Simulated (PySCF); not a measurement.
Can point charges reproduce the dipole moment of `O=CN/C([SiH3])=C/[SiH3]`?

Coordinates (PBE0-D3(BJ)/def2-SVP, Å) and charges (e) from the PBE0/pcSseg-1 density (PySCF):

```
atom       x       y       z  Mulliken      IAO  Hirshfeld  ESP-fitted
  O1  -2.877  -0.781  -0.286   -0.4398  -0.4495    -0.2252     -0.4870
  C2  -2.722   0.417  -0.188   +0.4285  +0.3052    +0.1499     +0.4938
  N3  -1.508   1.010  -0.047   -0.4423  -0.2858    -0.0829     -0.4777
  C4  -0.305   0.300  -0.001   -0.1255  -0.1325    -0.0314     +0.1847
 Si5  -0.369  -1.607  -0.063   +0.6094  +0.6028    +0.2855     +0.3690
  C6   0.863   0.974   0.092   -0.4544  -0.4719    -0.1661     -0.5062
 Si7   2.609   0.299   0.168   +0.4830  +0.5817    +0.2927     +0.3908
  H8  -3.567   1.140  -0.205   +0.1004  +0.1211    +0.0601     +0.0390
  H9  -1.473   2.022   0.021   +0.1946  +0.2768    +0.1454     +0.3148
 H10   1.081  -1.966   0.087   -0.1258  -0.1451    -0.0840     -0.1348
 H11  -1.082  -2.208   1.096   -0.0632  -0.0989    -0.0720     -0.0578
 H12  -0.813  -2.142  -1.378   -0.0609  -0.0989    -0.0712     -0.0553
 H13   0.800   2.074   0.124   +0.1208  +0.1369    +0.0344     +0.2004
 H14   2.974  -0.511  -1.034   -0.0626  -0.1125    -0.0758     -0.0860
 H15   2.865  -0.517   1.394   -0.0621  -0.1125    -0.0761     -0.0859
 H16   3.512   1.492   0.212   -0.1000  -0.1170    -0.0833     -0.1018
```

**Question.** Compute μ = Σ q r for each scheme (1 e·Å = 4.803 D) and compare with the dipole of the full density.

**Answer.** The full density gives (-0.85, 3.55, 0.18) D, 3.66 D in size; dipole vectors point from the negative to the positive end.

```
    scheme     μx     μy    μz  size (D)  share of the full size (%)  angle to the full dipole (°)
  Mulliken   0.80  -0.24  0.13      0.84                          23                           119
       IAO   0.26   2.56  0.24      2.58                          71                            19
 Hirshfeld  -0.97   2.29  0.09      2.49                          68                            10
ESP-fitted  -0.83   3.52  0.18      3.62                          99                             0
```

**Question.** Which set comes closest?

**Answer.** Length of the difference vector: ESP-fitted 0.04 D, Hirshfeld 1.28 D, IAO 1.49 D, Mulliken 4.13 D. Closest: ESP-fitted. The schemes that divide the density aren't constrained to reproduce the dipole.

**Question.** What is left for the Hirshfeld atoms' own dipoles?

**Answer.** The Hirshfeld atoms' densities add up to the full density, so μ = Σ q r + Σ (atomic dipoles). The atomic dipoles sum to (-0.85, 3.55, 0.18) − (-0.97, 2.29, 0.09) = (0.12, 1.26, 0.09) D, 1.28 D in size.

**Question.** With the origin at the mean of the coordinates, (-0.001, 0.000, 0.000) Å, which are the largest single terms, by size, of the Hirshfeld dipole along the direction of the full one?

**Answer.** Si5 -2.03, H9 +1.61, H10 +0.87, C2 +0.74, H12 +0.67 D; all 16 atoms together +2.45 D. The single terms depend on the origin, their sum doesn't.

**Question.** Give the size of the full dipole in other units.

**Answer.** 3.66 D = 1.439 au = 0.762 e·Å = 12.20 × 10⁻³⁰ C·m.

Isolated species at its PBE0-D3(BJ)/def2-SVP geometry (one conformer only).

These values come from a run that also computed NMR shieldings. Hardware: one thread of an Arm Neoverse N1, shared host with 64 logical CPUs at a one-minute load of 61. Cost: 47 s, 0.85 GiB resident at most.

The values belong to the conformer `[O:1]=[CH:2][NH:3]/[C:4]([SiH3:5])=[CH:6]/[SiH3:7]`: O1–C2–N3–C4 0°, C2–N3–C4–Si5 -3°.
